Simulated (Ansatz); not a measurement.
Computed with Ansatz.

A structure relaxed at PBE0-D4/def2-TZVP, charge 0, multiplicity 1:

```xyz
8

C    -0.865    0.052    0.859
C     0.028    0.330   -0.084
N     1.019   -0.490   -0.573
Br    0.102    2.065   -0.848
H    -1.537    0.805    1.238
H    -0.916   -0.947    1.276
H     1.258   -0.352   -1.542
H     0.910   -1.463   -0.326
```

(1) Give its formula and SMILES.

(2) Summarise the bond lengths by kind.

Answers

(1) C2H4BrN, `C=C(N)Br`.

(2) 1 × C–C 1.328 Å; 2 × C–H 1.078 to 1.084 Å; 1 × C–N 1.376 Å; 1 × Br–C 1.897 Å; 2 × H–N 1.007 to 1.009 Å.
